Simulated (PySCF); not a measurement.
CuCl, SMILES [Cl][Cu], multiplicity 1. Atoms are numbered in the order given.

```xyz
2

Cu     0.0000     0.0000    -0.7675
Cl     0.0000     0.0000     1.3092
```
Charge 0, spin multiplicity 1.

Geometry optimised at PBE0-D3(BJ)/def2-TZVPD. The spin state was assumed, not searched.

The numbers are results of PBE/pcSseg-2 (PySCF), not measurements.

GIAO shieldings, no solvent; atoms alike by connectivity are averaged. δ = σ(ref) − σ: ³⁵Cl against HCl (σ = 936.5 ppm), references at their B3LYP-D3(BJ)/def2-TZVP geometries, non-relativistic (without spin–orbit terms, shifts of atoms bonded to Cl or Br come out too high).

```
nucleus  atoms  count  δ (ppm)
-------  -----  -----  -------
³⁵Cl       Cl2      1   -188.6
```
